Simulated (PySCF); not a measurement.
Computed with PBE-D3(BJ)/def2-TZVP // PBE-D3(BJ)/def2-SVP (PySCF 2.14.0). All species are isolated molecules in the gas phase. Excitations are Tamm–Dancoff values on a coarser integration grid. The basis has no diffuse functions, so Rydberg states are missing or too high.

Reference species (SMILES): `c1c2ccc([SiH3])c(c2sc1)C#N` (neutral, multiplicity 1).

```
Property                  Result
----------------------  --------
S1–T1 gap (TDA)          0.84 eV
T1 excitation (TDA)      2.81 eV
S1 oscillator strength     0.040
HOMO                    -6.01 eV
```

Changed species: `c1(ccc(C#N)c2c1ccs2)[SiH3]`.

Task: What does the change do to the S1–T1 gap (TDA), T1 excitation (TDA), S1 oscillator strength and HOMO?

Result: the S1–T1 gap (TDA) falls by 0.02 eV, to 0.82 eV; the T1 excitation (TDA) falls by 0.02 eV, to 2.79 eV; the S1 oscillator strength rises by 0.028, to 0.068; the HOMO drops by 0.05 eV, to -6.06 eV.
